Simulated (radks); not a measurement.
The numbers below are computed, except where a source is named.
Species: the praseodymium ion Pr3+. Configuration: [Xe] 4f2. Code: a radial shooting solver on a logarithmic mesh with Libxc functionals. Model: scalar-relativistic Kohn-Sham, PBEsol, spin-polarised, spherical densities, finite nucleus; open shells are filled with parallel spins first (spin-orbit coupling, left out, can overturn this in heavy ions); Fermi nuclear charge, rms radius 4.8919 fm.

Normalised radial functions P(r) = r R(r), r in bohr:

r	4d up	4d down	5p down
0.0009759	0.0000	0.0000	0.0007
0.001291	0.0000	0.0000	0.0012
0.001708	0.0000	0.0000	0.0019
0.002261	0.0001	0.0001	0.0031
0.002967	0.0001	0.0001	0.0049
0.003926	0.0003	0.0003	0.0079
0.005195	0.0006	0.0006	0.0128
0.006818	0.0012	0.0012	0.0201
0.009021	0.0025	0.0025	0.0318
0.01194	0.0053	0.0053	0.0493
0.01579	0.0112	0.0112	0.0744
0.02073	0.0226	0.0226	0.1070
0.02743	0.0453	0.0453	0.1475
0.03629	0.0876	0.0876	0.1882
0.04802	0.1611	0.1611	0.2135
0.06303	0.2737	0.2737	0.1996
0.0834	0.4339	0.4339	0.1195
0.1103	0.6125	0.6125	-0.0340
0.146	0.7340	0.7338	-0.2148
0.1916	0.6810	0.6806	-0.3112
0.2536	0.3425	0.3417	-0.2097
0.3355	-0.2670	-0.2681	0.1002
0.4404	-0.9070	-0.9079	0.4064
0.5827	-1.2856	-1.2859	0.4272
0.7709	-1.2000	-1.1995	0.0376
1.02	-0.7944	-0.7937	-0.5215
1.339	-0.3828	-0.3833	-0.8680
1.772	-0.1230	-0.1240	-0.8376
2.344	-0.0246	-0.0250	-0.5330
3.101	-0.0027	-0.0028	-0.2225
4.071	-0.0001	-0.0002	-0.0598
5.386	0.0000	0.0000	-0.0083

4d up: eigenvalue -141.23 eV, 1 radial node at r = 0.300 bohr, <r> = 0.723 bohr, 90 % of the charge inside 1.09 bohr. 4d down: eigenvalue -139.65 eV, 1 radial node at r = 0.300 bohr, <r> = 0.723 bohr, 90 % of the charge inside 1.09 bohr. 5p down: eigenvalue -46.639 eV, 3 radial nodes at r = 0.105, 0.310, 0.786 bohr, <r> = 1.68 bohr, 90 % of the charge inside 2.43 bohr.
